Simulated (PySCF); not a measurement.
# Oxygen: a sound run and one with changed settings

Sound run: O⁺ [He] 2s2 2p3, O²⁺ [He] 2s2 2p2. Computed with PySCF 2.14 in cc-pVDZ-DK (3s2p1d, 14 functions), with scalar relativity by spin-free X2C-1e. In the sound run the correlated levels freeze 1s2. The sound run starts from symmetry-adapted Hartree-Fock orbitals and uses a fine grid where one is needed.

A second run was set up differently.

```tsv
species	method	sound run (hartree)	changed run (hartree)	converged
O⁺	UHF	-74.40485	-74.40485	yes
O⁺	PBE	-74.52821	-74.52821	yes
O⁺	TPSS	-74.62416	-74.62416	yes
O⁺	MP2	-74.47476	-74.47205	yes
O⁺	CCSD(T)	-74.49020	-74.49020	yes
O²⁺	UHF	-73.13383	-73.13383	yes
O²⁺	PBE	-73.22886	-73.22886	yes
O²⁺	TPSS	-73.32686	-73.32686	yes
O²⁺	MP2	-73.18937	-73.18692	yes
O²⁺	CCSD(T)	-73.21221	-73.21221	yes
```

Ionisation energy of O⁺:

```
 method  sound run (eV)  changed run (eV)
    UHF          34.586            34.586
    PBE          35.357            35.357
   TPSS          35.301            35.301
    MP2          34.977            34.970
SCS-MP2          34.779            34.781
   CCSD          34.778            34.778
CCSD(T)          34.776            34.776
```

Task: What was changed?
A. a valence shell is frozen
B. minimal basis
C. level shift left on
D. radial grid too coarse

Result: C. It used initial guess atom, at most 50 SCF cycles, level shift 0.1 hartree. A level shift leaves the converged SCF energy unchanged but raises the virtual orbital energies, which shrinks MP2 if it is not removed.
